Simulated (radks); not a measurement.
The numbers below are computed, except where a source is named.
Ionisation of the nickel ion Ni3+, [Ar] 3d7, to Ni4+, [Ar] 3d6, under several functionals. Scalar-relativistic Kohn-Sham, spin-polarised, spherical densities, point nucleus; open shells are filled with parallel spins first; a radial shooting solver on a logarithmic mesh with Libxc functionals.

functional,E(Ni3+) (hartree),Exc (hartree),IE (eV),-e(HOMO) (eV),<r> HOMO (bohr),IE error (eV)
AM05,-1515.95942,-59.93125,55.055,45.073,0.9070,+0.135
"LDA (Slater exchange, Perdew-Wang correlation)",-1515.75940,-59.71944,55.496,45.502,0.9081,+0.576
PW91,-1518.64936,-62.66602,55.214,45.218,0.9087,+0.294

NIST Atomic Spectra Database: 54.9 eV (semi-empirical). Closest: AM05. The Delta-SCF values span 0.44 eV, the total energies 2.89 hartree. The highest occupied level is 3d. Open shells are spherical and high-spin; term and fine-structure splittings are not resolved.
